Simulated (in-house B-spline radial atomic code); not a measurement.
RPA and G0W0 for the molybdenum ion Mo⁺, [Kr] 4d5, highest spin, as one setting changes: the highest l of the empty states. Start: PBE. A dash marks a level of low quasi-particle weight. Computed with an all-electron radial atomic-structure program (B-spline basis): all electrons, scalar-relativistic (spin-free one-electron X2C), finite nucleus, each spin shell either full or empty, empty states to the listed l with an (l + 1/2)⁻⁴ tail; G0W0 by contour deformation at full frequency.

```tsv
highest l of the empty states	RPA summed (Eh)	RPA extrapolated (Eh)	G0W0 level (eV)
4	-2.6586	-3.086	-
5	?	?	?
6	-2.9367	-3.0923	-
7	-2.9845	-3.082	-
8	-3.0106	-3.0727	-
9	?	?	?
10	-3.0359	-3.0654	-
11	-3.0422	-3.0637	-
```

(1) What belongs in the row for 9?

(2) What belongs in the row for 5?

## Answers

(1) RPA summed (Eh): -3.0261; RPA extrapolated (Eh): -3.068; G0W0 level (eV): -.

(2) RPA summed (Eh): -2.8461; RPA extrapolated (Eh): -3.1073; G0W0 level (eV): -.
